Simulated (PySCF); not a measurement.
# How methods differ on the excitation energy of Si+

Si+ [Ne] 3s2 3p1 (2P) → Si+ [Ne] 3s1 3p1 4s1 (4P), as a difference of total energies. Computed with PySCF 2.14 in x2c-QZVPPall with one added diffuse shell each of s, p, d, f type (10s7p5d3f1g, 86 functions), with scalar relativity by spin-free X2C-1e. Correlated levels: valence: [Ne] frozen; valence and next inner shell: 1s2 frozen. The calculations carry no spin-orbit coupling.

```
                                method  excitation energy (eV)  error (eV)
                                   UHF                  13.003      -1.487
                                 B97-3                  14.584      +0.094
                                 M06-L                  14.685      +0.195
                         MP2 (valence)                  13.983      -0.507
                     SCS-MP2 (valence)                  14.306      -0.184
    MP2 (valence and next inner shell)                  14.184      -0.306
SCS-MP2 (valence and next inner shell)                  14.461      -0.029
```

Reference: 14.490 eV (measured; NIST levels, between the centres of gravity of the two terms).

Errors of the correlated levels include the incompleteness of this basis and the frozen core.
